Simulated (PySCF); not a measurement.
Calculation: B3LYP-D3(BJ)/def2-TZVP // PBE0-D4/def2-TZVP run with PySCF. Gas-phase values, no solvent. B3LYP has the VWN-RPA correlation part, as in Gaussian. Delta-SCF ions had no search for a lower state. Excitations are Tamm–Dancoff values on a coarser integration grid. The basis has no diffuse functions, so Rydberg states are missing or too high.

Reference species (SMILES): `C/C=B/[H]` (neutral, multiplicity 1).

The vertical ionisation energy (Delta-SCF) is 8.64 eV and the S1 oscillator strength is 0.000. The S1–T1 gap (TDA) comes out as 0.41 eV.

Changed species: `B1CC1`.

Problem. What does the change do to the vertical ionisation energy (Delta-SCF), S1 oscillator strength and S1–T1 gap (TDA)?

Solution. the vertical ionisation energy (Delta-SCF) rises by 1.24 eV, to 9.88 eV; the S1 oscillator strength is nearly the same; the S1–T1 gap (TDA) rises by 0.21 eV, to 0.62 eV.
